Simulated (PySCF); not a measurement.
ClGa, charge +1, doublet, geometry from GFN2-xTB (such geometries of metal compounds can be far from the true shape) (a state made from the parent by changing its charge; the spin is typed, not shown lowest). Base run: PBE0/6-31G (PySCF).

Geometry (Å):
```xyz
2

Ga     0.0000     0.0000    -0.7708
Cl     0.0000     0.0000     1.4056
```
Charge +1, spin multiplicity 2.
Orbitals are unrestricted.
All else is at PySCF's defaults.
Base energy -2383.97096 Eh.

Variants of this job, named by their change:

```
change                                     ΔE vs base (mEh)  grid points  electrons on the grid
-----------------------------------------  ----------------  -----------  ---------------------
base                                                  0.000        39784               47.00000
grids.level = 0                                       1.982         4048               47.00170
grids.atom_grid = (30, 110)                          13.317         4848               46.99894
grids.radi_method = delley                            0.001        39656               47.00000
grids.level = 7                                       0.001       173800               47.00000
grids.atom_grid = (50, 194)                           0.012        12552               47.00003
grids.level = 2                                       0.005        25040               47.00000
grids.radi_method = gauss_chebyshev                   0.000        38536               47.00000
grids.level = 1                                      -0.010        13736               47.00004
grids.prune = dft.gen_grid.treutler_prune             0.000        39128               47.00000
grids.atom_grid = (150, 974)                          0.001       145560               47.00000
```

Open shells are given as the SCF converged; they aren't shown to be the lowest states, and a large step between rows can be another state.
